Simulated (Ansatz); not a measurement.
`[OH][Ga]([Br])[Br]` + `C[O][Sn][NH2]` → `C[O][Ga]([OH])[Br]` + `[NH2][Sn][Br]`  (redistribution)

Computed with Ansatz on PBE0-D4/def2-TZVP structures; ΔE is electronic, products minus reactants. CCSD(T)/CBS adds triple-zeta CCSD(T) − MP2 to the extrapolated MP2 energy (def2 sets, frozen cores). DFT in def2-TZVPP. def2 core potentials past Kr. For Br, Ga, Sn outer-core shells are correlated without core-valence functions, which leaves a few kJ/mol of doubt a bond. Scalar relativity is left out up to krypton. One conformer a species, not always the lowest.

```csv
level,ΔE (eV)
CAM-B3LYP-D4,-0.20
HF/def2-SVP,-0.35
```

**Question.** What does CCSD(T)/CBS give? (Best estimate.)

**Answer.** Ansatz gave: -0.20 eV. The listed levels differ from it by 0.00, -0.15 eV.

**Question.** What do rigid-rotor, harmonic-oscillator terms from PBE0-D4/def2-TZVP frequencies (298.15 K, 1 bar) make of the CCSD(T)/CBS value? (An estimate is asked.)

**Answer.** The calculation gave: ΔZPE = +0.01 eV, ΔH = -0.18 eV, ΔS = 7 J/(mol·K), ΔG = -0.21 eV.

Largest T1 diagnostic among the species: 0.017.

In def2-TZVPP, CCSD(T) changes the Hartree–Fock value by +0.09 eV (the triples alone add +0.02 eV) and MP2 by +0.08 eV. Leaving LDA and LC-ωPBE aside and taking each functional with its dispersion term where it has one, the values, not all of them listed here, spread over 0.08 eV, from BHLYP-D4 to revPBE-D4. At CCSD(T), def2-SVP lies −0.08 eV from the extrapolated value and def2-TZVPP +0.02 eV.
